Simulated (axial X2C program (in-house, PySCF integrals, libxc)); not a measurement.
# Spin–orbit effects down a group: molecules with Nb (ions), PBE0

Computed with an axial X2C code built on PySCF integrals, spin-free (one-electron X2C) or two-component (2c: spin–orbit coupling with atomic mean-field Coulomb and Gaunt terms, which also bring small scalar terms), in Dyall basis sets with cores contracted in-house; open shells are unrestricted.

Basis sets: H dyall-av3z, Li dyall-av3z, Na dyall-av3z, Nb dyall-acv3z.

| molecule | spin-free state | Re (Å) | ωe (cm⁻¹) | De (eV) | 2c state | Re 2c (Å) | ωe 2c (cm⁻¹) | De 2c (eV) |
| --- | --- | --- | --- | --- | --- | --- | --- | --- |
| NbH⁻ | M_S = 5/2, Λ = 0 | 1.871 | 1414.3 | n/a | Ω = 5/2 | 1.870 | 1414.0 | n/a |
| LiNb⁻ | M_S = 5/2, Λ = 1 | 3.103 | 209.5 | n/a | Ω = 1/2 | 2.914 | 227.8 | n/a |
| NaNb⁻ | M_S = 5/2, Λ = 0 | 3.416 | 107.2 | n/a | Ω = 5/2 | 3.415 | 107.0 | n/a |

(1) Work out the shifts from the spin-free to the two-component result.

Fragments in 2c: Nb + H-, Nb + Li-, Nb + Na-. Each entry is the lowest single determinant of a limited PBE0 search at one distance. De goes to single-determinant-based atoms at the same level (for ions the charge split of lowest energy) and is withheld (n/a) where an atom does not fit its ground term or J level. Main or longest-lived isotopes. One determinant is a doubtful description, or other states lie close, for NbH⁻, LiNb⁻, NaNb⁻; these need not be ground states, and all values refer to the states named. With several unpaired electrons the Ω given is that of one determinant, not necessarily of the lowest component. The functionals have no current term, which raises determinants with orbital currents. The lowest determinant changes configuration between the Hamiltonians for LiNb⁻, so two states are compared there.

## Answers

(1) 

```csv
molecule,2c state,ΔRe (Å),Δωe (cm⁻¹),ΔDe (eV)
NbH⁻,Ω = 5/2,-0.001,-0.3,n/a
LiNb⁻,Ω = 1/2,other state,other state,n/a
NaNb⁻,Ω = 5/2,-0.001,-0.2,n/a
```

Shifts of one unit in the last digit are rounding.
